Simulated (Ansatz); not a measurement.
CH3 (SMILES [CH3]), doublet, at a GFN2-xTB geometry, atoms displaced at random by about 0.02 Å a coordinate; Ansatz (an electronic-structure program) with PBE0/3-21G.

Ansatz was given this input:
Ansatz 0.2 input:
```yaml
crystal:
  periodic: [false, false, false]
  atoms:
    - {symbol: C, position_ang: [0.02412473, 0.02045755, 0.05210224]}
    - {symbol: H, position_ang: [1.02255066, -0.25819751, 0.00614756]}
    - {symbol: H, position_ang: [-0.68657917, -0.81805130, -0.00137110]}
    - {symbol: H, position_ang: [-0.32662186, 1.01431582, 0.02877591]}
basis:
  gaussian:
    orbitals: 3-21G.json
hamiltonian:
  xc: pbe0
magnetization: {spin_polarized: true, initial_magnetization: 1}
relax: {f_tol: 0.1}
```
The basis file holds 3-21G in the JSON format of the Basis Set Exchange.

Output, abridged:

```
Functional definition: PBE0
201 factors; integrals over basis functions are off by at most 7.7e-4 eV
mean field evaluation 1: about -1075.3590 eV, gradient 1.6e1 eV
mean field evaluation 2: about -1075.7386 eV, gradient 1.3e1 eV
mean field evaluation 4: about -1076.5363 eV, gradient 8.9e-2 eV
mean field evaluation 8: about -1076.5265 eV, gradient 4.0e-4 eV
mean field -1076.52649447 eV, -39.5616189759 hartree, gradient 1.3e-5 eV, S^2 0.753931; 0 other end points of the search recorded, 0 dependent functions left out
the calculation of the forces begins
reference -1076.52650517 eV, -39.5616193692 hartree; 5, 4 occupied and 10, 11 virtual orbitals, 201 factors
relax step   1: F+E_penalty+E_count = -1076.52649447 eV  Δ(F+E_penalty+E_count) = +0.000e0 eV  max|allowed force component| = 1.940e0 eV/Å  Δτ_max = 0.0000 Å  (19 SCF iters, accepted)
these checks for a lower state are left out or cut short: starts, cluster_reference, orbital_swaps, neighbouring_geometries, increment
201 factors; integrals over basis functions are off by at most 6.8e-4 eV
mean field evaluation 16: about -1076.5080 eV, gradient 4.1e-2 eV
mean field -1076.50800717 eV, -39.5609395802 hartree, gradient 4.0e-5 eV, S^2 0.753682; 0 other end points of the search recorded, 0 dependent functions left out
the calculation of the forces begins
reference -1076.50801820 eV, -39.5609399855 hartree; 5, 4 occupied and 10, 11 virtual orbitals, 201 factors
relax step   2: F+E_penalty+E_count = -1076.50800717 eV  Δ(F+E_penalty+E_count) = +1.849e-2 eV  max|allowed force component| = 1.118e0 eV/Å  Δτ_max = 0.1949 Å  (24 SCF iters, rejected (line search))
these checks for a lower state are left out or cut short: starts, cluster_reference, orbital_swaps, neighbouring_geometries, increment
201 factors; integrals over basis functions are off by at most 7.1e-4 eV
mean field -1076.60924710 eV, -39.5646600791 hartree, gradient 5.4e-5 eV, S^2 0.754198; 0 other end points of the search recorded, 0 dependent functions left out
the calculation of the forces begins
reference -1076.60925802 eV, -39.5646604803 hartree; 5, 4 occupied and 10, 11 virtual orbitals, 201 factors
relax step   3: F+E_penalty+E_count = -1076.60924710 eV  Δ(F+E_penalty+E_count) = -8.275e-2 eV  max|allowed force component| = 2.387e-2 eV/Å  Δτ_max = 0.0507 Å  (21 SCF iters, accepted)
201 factors; integrals over basis functions are off by at most 7.1e-4 eV
mean field evaluation 32: about -1076.6092 eV, gradient 1.5e-3 eV
mean field -1076.60924710 eV, -39.5646600791 hartree, gradient 5.4e-5 eV, S^2 0.754198; 1 other end points of the search recorded, 0 dependent functions left out
the calculation of the forces begins
reference -1076.60925802 eV, -39.5646604803 hartree; 5, 4 occupied and 10, 11 virtual orbitals, 201 factors
Total energy: -1076.60925802 eV, -39.5646604803 hartree
Atom 0 at     0.008223    -0.010511     0.022141 Å, force     0.001269     0.006953    -0.002023 eV/Å
Atom 1 at     1.067240    -0.237126     0.017593 Å, force    -0.017669     0.001530     0.000736 eV/Å
Atom 2 at    -0.717726    -0.814046     0.005934 Å, force     0.012277     0.015382     0.001005 eV/Å
Atom 3 at    -0.324262     1.020207     0.039987 Å, force     0.004123    -0.023865     0.000283 eV/Å
Dipole moment:     0.000042     0.000022    -0.000518 e Å
```
